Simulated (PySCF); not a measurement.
Potential energy curve for AlH, singlet.

Level of theory: CCSD(T) on UHF/6-31G, 5 core orbitals frozen run with PySCF.

**Question.** Relative to R = 1.70 Å, what are the energies at R = 1.56, 1.63, 3.65, 4.99 Å?

**Answer.** 13.3 kJ/mol at 1.56 Å, 3.9 kJ/mol at 1.63 Å, 216.0 kJ/mol at 3.65 Å, 240.3 kJ/mol at 4.99 Å.

The unrestricted determinant behind UCCSD(T) is spin-contaminated at 1.32 to 1.63, 2.49 to 6.59 Å (<S²> up to 1.0, against 0.00 for a pure singlet).
